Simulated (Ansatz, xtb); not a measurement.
Relative energy of two isomers of C6H9N

We compare a, `C[C@@H]1CC[C@H]1C#N`, a singlet, with b, `C[C@H]1C[C@H](C#N)C1`, a singlet. Both are isolated molecules in the gas phase, relaxed with B3LYP-D3(BJ)/def2-SVP.

Quicker runs give these differences E(b) − E(a): GFN2-xTB +1.73 kJ/mol; HF/STO-3G +3.13 kJ/mol (at GFN2-xTB geometries); r2SCAN-D4/def2-SVP +4.53 kJ/mol (at GFN2-xTB geometries).

Task: Estimate E(b) − E(a) at the level CCSD(T)/def2-SVP + ΔMP2/def2-TZVPP.

Result: Calculated at CCSD(T)/def2-SVP + ΔMP2/def2-TZVPP: E(b) − E(a) = +4.95 kJ/mol, so structure a lies lower.

How the difference moves with the method:

```csv
level,geometry,E(b) − E(a) (kJ/mol),departure from the last row (kJ/mol),"job, with rough time for the two"
GFN2-xTB,GFN2-xTB,+1.73,−3.22,"optimisation, 0.77 s"
HF/STO-3G,GFN2-xTB,+3.13,−1.81,"single point, 1.9 s"
r2SCAN-D4/def2-SVP,GFN2-xTB,+4.53,−0.42,"single point, 14 s"
B3LYP-D3(BJ)/def2-SVP,B3LYP-D3(BJ)/def2-SVP,+5.30,+0.35,"optimisation, 4 min"
HF/def2-SVP,B3LYP-D3(BJ)/def2-SVP,+5.15,+0.20,part of the CCSD(T) run
MP2/def2-SVP,B3LYP-D3(BJ)/def2-SVP,+6.26,+1.31,part of the CCSD(T) run
CCSD(T)/def2-SVP,B3LYP-D3(BJ)/def2-SVP,+5.73,+0.78,single point
CCSD(T)/def2-SVP + ΔMP2/def2-TZVPP,B3LYP-D3(BJ)/def2-SVP,+4.95,,"single point, 4.6 min"
```

As drawn, both hold the same kinds of bond in the same numbers.

GFN2-xTB finds them nearly level. The largest departure from CCSD(T)/def2-SVP + ΔMP2/def2-TZVPP is that of GFN2-xTB, 3.22 kJ/mol. The last row adds to CCSD(T) the change of the MP2 difference between the two basis sets, here −0.78 kJ/mol.

With thermal terms from frequencies at re-optimised GFN2-xTB minima (ideal gas, soft modes damped towards free rotors, one conformer each, 298.15 K, 1 atm): on the last row, ΔE + ΔZPE = +4.88, ΔH = +4.85, ΔG = +5.33 kJ/mol.

The correlated steps freeze 7 core orbitals. Run with Ansatz 0.2.0, xtb 6.7.1; the last row on 2 threads of Intel(R) Xeon(R) Processor @ 2.50GHz (Skylake/Cascade Lake) on a shared host.
